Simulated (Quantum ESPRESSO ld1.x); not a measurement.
Results of a calculation; reference values are marked as such.
Task: The mean radii <r> (bohr) of the occupied orbitals of an atom or ion are listed with their occupations. Level of theory: Dirac Kohn-Sham, PBE, spin-unpolarised, spherical densities, point nucleus (ld1.x of Quantum ESPRESSO 7.5).

orbital  occ.      <r>
1s1/2       2  0.01604
2s1/2       2  0.06688
2p1/2       2  0.05487
2p3/2       4  0.06379
3s1/2       2   0.1739
3p1/2       2   0.1644
3p3/2       4   0.1806
3d3/2       4   0.1569
3d5/2       6   0.1618
4s1/2       2   0.3834
4p1/2       2   0.3845
4p3/2       4   0.4186
4d3/2       4   0.4225
4d5/2       6   0.4333
4f5/2       6   0.4424
4f7/2       8   0.4481
5s1/2       2   0.8131
5p1/2       2   0.8505
5p3/2       4   0.9139

Name the element and its charge. Open shells, if any, fill j = l - 1/2 first.

Result: Z = 82, lead, charge +14: Pb14+ in [Xe] 4f14. The 1s radius gives Z: for a bare nucleus <r> = (2 gamma + 1)/(2Z) with gamma = sqrt(1 - (Z/c)^2), 0.01587 bohr for Z = 82, and screening makes it slightly larger (0.01604 here). The occupations add up to 68, and the charge is Z minus that.
